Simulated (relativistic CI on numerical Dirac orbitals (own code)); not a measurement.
S: what numerical and physical settings do to a radial Dirac CI calculation

Reference input:

```
atom S  Z=16  charge=0  electrons=16
nucleus A=32  rms_radius_fm=3.2611
hamiltonian dirac-coulomb  breit=on  qed=on  c_scale=1
orbitals kli  potential=per-configuration
slater_scale 1
correlation none
mixing on
grid step=0.0125 r_max=102.8
scf mixing=0.4 start=green max_iterations=150 tolerance=2e-08 node_fill=0.05
configurations
  [Ne] 3s2 3p4
  [Ne] 3s2 3p3 3d
end
```

Computed lowest total energy -398.47388 Ha, first excitation 400.8 cm⁻¹, 22 SCF steps. Runs with settings changed; * marks those that are bad on purpose:

```
                                           Changed        Outcome  Lowest level   ΔE (Ha)  First excitation (cm⁻¹)  SCF steps                                      Message
Breit term off, SCF mixing 0.9, iteration limit 20      converged      3p4 3P_2   -0.0876                    418.2         18                                             
                     end of the grid at 308.4 bohr      converged      3p4 3P_2         0                    400.8         22                                             
               SCF tolerance 1e-10, SCF mixing 0.7      converged      3p4 3P_2  1.23e-09                    400.8         22                                             
                                   SCF mixing 0.05      converged      3p4 3P_2   1.6e-09                    400.8         29                                             
                    end of the grid at 3.08 bohr *  not converged                                                          10                         orbital 2s not found
                               iteration limit 1 *  not converged                                                           1  SCF of 1s2 2s2 2p6 3s2 3p4 did not converge
```

With so few configurations and no correlation, terms lie too far apart (by 10 to 50 % near neutrality), their order can be wrong, and levels of other configurations are missing.
